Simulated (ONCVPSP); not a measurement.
# Logarithmic derivatives: Ga (Z = 31), ONCV

gallium (Ga), optimised norm-conserving Vanderbilt (ONCV), made with ONCVPSP 4.0.1 (LDA (Perdew-Zunger), scalar-relativistic). Core [Ne] 3s2, reference 3p6 3d10 4s2 4p0.5 (charge +0.5). Waves: 4s: rc 2.05 bohr, ncon 3, nbas 7, qcut 3.6 1/bohr, 3 projectors, debl 0.4 Ha; 3p+4p: rc 1.40 bohr, ncon 4, nbas 8, qcut 8.2 1/bohr, 2 projectors; 3d: rc 1.20 bohr, ncon 4, nbas 9, qcut 11.9 1/bohr, 3 projectors, debl 2.1 Ha. Local part: polynomial inside 0.90 bohr (lpopt 5, dvloc0 0 Ha). Core correction: Teter function, fcfact 4, rcfact 1.5.

In the s channel the program set the typed energies aside and used -0.467, 0.250, 0.650 Ha.

The phase is arctan(r·R′/R) of the radial function R(r), unwrapped; energies in Ha, scanned from -5 to 5 Ha. A pole is an energy at which the radial function vanishes at the test radius. The pseudo phase is shifted by a multiple of π to meet the all-electron one at the reference energy, and phase errors are pseudo minus all-electron; the curves can meet again beyond the range given. Levels narrower than the energy grid can be missing from the lists of poles. Where the grid stepped over a known ghost or core level, its pole and its step of π were put in at the level’s energy.

| channel | radius (bohr) | reference energy (Ha) | poles, all-electron | poles, pseudo | unbroken range about the reference energy with phases within 0.05 rad | phase error 1 Ha above the reference energy (rad) |
| --- | --- | --- | --- | --- | --- | --- |
| s | 2.08 | -0.47 | 0.94 | -0.57, 0.94 | above -0.6 | +0.000 |
| p | 1.42 | -0.21 | -3.55 | -3.55 | the whole range | -0.002 |
| d | 1.22 | -0.86 | -0.05 | -0.05 | the whole range | -0.000 |

Note: ghosts flagged at negative energy: s at -15.6 eV; no localised positive-energy state flagged. A true bound ghost makes a file unfit for plane-wave use.

Phases in the p channel:

```csv
E (Ha),all-electron,pseudo
-4.96,1.123,1.123
-4.72,1.053,1.052
-4.48,0.918,0.918
-4.24,0.560,0.559
-4.00,-0.586,-0.587
-3.76,-1.359,-1.359
-3.52,-1.589,-1.589
-3.28,-1.695,-1.695
-3.04,-1.760,-1.761
-2.80,-1.809,-1.809
-2.56,-1.849,-1.850
-2.32,-1.887,-1.887
-2.08,-1.924,-1.924
-1.84,-1.962,-1.963
-1.60,-2.004,-2.005
-1.36,-2.052,-2.052
-1.12,-2.107,-2.107
-0.88,-2.172,-2.172
-0.64,-2.251,-2.252
-0.40,-2.351,-2.351
-0.16,-2.476,-2.476
0.08,-2.636,-2.636
0.32,-2.835,-2.836
0.56,-3.071,-3.072
0.80,-3.324,-3.326
1.04,-3.566,-3.569
1.28,-3.775,-3.778
1.52,-3.942,-3.947
1.76,-4.074,-4.079
2.00,-4.178,-4.182
2.24,-4.259,-4.264
2.48,-4.325,-4.330
2.72,-4.379,-4.384
2.96,-4.423,-4.429
3.20,-4.461,-4.467
3.44,-4.494,-4.500
3.68,-4.522,-4.529
3.92,-4.546,-4.554
4.16,-4.568,-4.576
4.40,-4.588,-4.596
4.64,-4.606,-4.615
4.88,-4.622,-4.632
```
